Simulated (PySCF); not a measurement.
# LiIn: one state, many levels of theory

State: ¹Σ⁺ (singlet), closed shell. Set-up: basis Li aug-cc-pVDZ, In aug-cc-pVDZ-PP with ECP28; scalar-relativistic core potentials; PySCF 2.14. De refers to Li + In in their high-spin ground configurations, without counterpoise correction. A positive dipole means Li(−)In(+).

| Level | Re (Å) | ωe (cm⁻¹) | De (eV) | μ (D) |
| --- | --- | --- | --- | --- |
| RHF-MP2 | 3.009 | 275 | 0.74 | n/a |
| RHF-SCS-MP2 | 3.021 | 271 | 0.78 | n/a |
| RHF-CCSD | 3.004 | 268 | 0.91 | n/a |
| RHF-CCSD(T) | 3.002 | 266 | 0.95 | n/a |
| LDA | 2.968 | 267 | 1.19 | -1.98 |
| PBE | 3.029 | 256 | 0.96 | -1.48 |
| r²SCAN | 3.011 | 264 | 0.82 | -2.16 |
| M06-L | 3.048 | 247 | 1.16 | -2.51 |
| PBE0 | 3.009 | 267 | 0.88 | -2.09 |
| M06-2X | 2.980 | 276 | 0.85 | -2.45 |
| LC-ωPBE | 2.955 | 293 | 0.71 | -3.42 |

(1) Which functional lies closest to RHF-CCSD(T) in De, which farthest, and by how much do they differ from it?

(2) What does the step from GGA to meta-GGA do here, going from PBE to r²SCAN?

(3) What does the gradient correction do here, going from LDA to PBE?

Correlated steps freeze 4 core orbitals. Closed-shell solutions of metal pairs were not tested for spin polarisation, which can lower them a little. Correlated levels converge slowly with the basis: in double zeta they bind strong bonds too weakly, by up to about 1 eV, and carry superposition errors of some tenths. Spin–orbit coupling is left out, which matters for elements this heavy, above all for dissociation energies. Where the molecule has an RHF reference, its open-shell atoms are computed with UHF.

Results:

(1) Closest is PBE (+2.7 pm in Re, -3.8 % in ωe, +0.01 eV in De against RHF-CCSD(T) in the same basis), farthest LDA (-3.4 pm in Re, +0.4 % in ωe, +0.24 eV in De). CCSD(T) converges more slowly with the basis than the functionals do and binds too weakly in this one, so the order can change at the basis-set limit.

(2) r²SCAN less PBE: -1.8 pm in Re, +3.1 % in ωe, -0.14 eV in De. 

(3) PBE less LDA: +6.1 pm in Re, -4.1 % in ωe, -0.23 eV in De. The gradient correction favours the more uneven density of free atoms, so it tends to lengthen bonds and takes away much of the overbinding of LDA; so it does here.
